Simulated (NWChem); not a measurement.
System: CH3F3Si; SMILES C(F)([SiH2]F)F

```xyz
8

F     -0.9140     1.6458     0.0000
Si     0.5587     0.9696     0.0000
C      0.3684    -0.9352     0.0000
F     -0.3171    -1.3371    -1.1010
F     -0.3171    -1.3371     1.1010
H      1.2785     1.3781     1.2347
H      1.2785     1.3781    -1.2347
H      1.3438    -1.4625     0.0000
```
Atoms are numbered in this order, from 1.

Program: NWChem. Medium grid unless said otherwise, to which SCAN and Minnesota functionals are sensitive. Coordinates come from a PBE0/def2-SVP optimisation. Hybrids' shares of exact exchange are those that their runs print; pure functionals count as 0. The functionals differ in more than this share.

```
row                 share of exact exchange  highest occupied level (eV)
------------------  -----------------------  ---------------------------
PBE/def2-SVP                           0.00                        -6.97
TPSS/def2-SVP                          0.00                        -7.16
TPSSh/def2-SVP                         0.10                        -7.84
B3LYP/def2-SVP                         0.20                        -8.42
B3PW91/def2-SVP                        0.20                        -8.45
r2SCAN0/def2-SVP                       0.25                        -9.00
M06/def2-SVP                           0.27                        -8.86
BHandHLYP/def2-SVP                     0.50                     withheld
```

Q: Fit a straight line of the last column on the one before it, predict the withheld value, and compare with the run.

A: 
1. Means of the 7 shown rows: x = 0.146, y = -8.100. Slope Σ(x − x̄)(y − ȳ)/Σ(x − x̄)² = -0.5382/0.07677 = -7.010; intercept -7.079.
2. The shown rows scatter about the line by 0.098 (root mean square); the largest residual is -0.17, at r2SCAN0/def2-SVP.
3. At x = 0.50 (BHandHLYP/def2-SVP; beyond the shown range) the line gives -10.58.
4. The run gives -10.32, +0.26 from the line, 2.6 times the scatter.
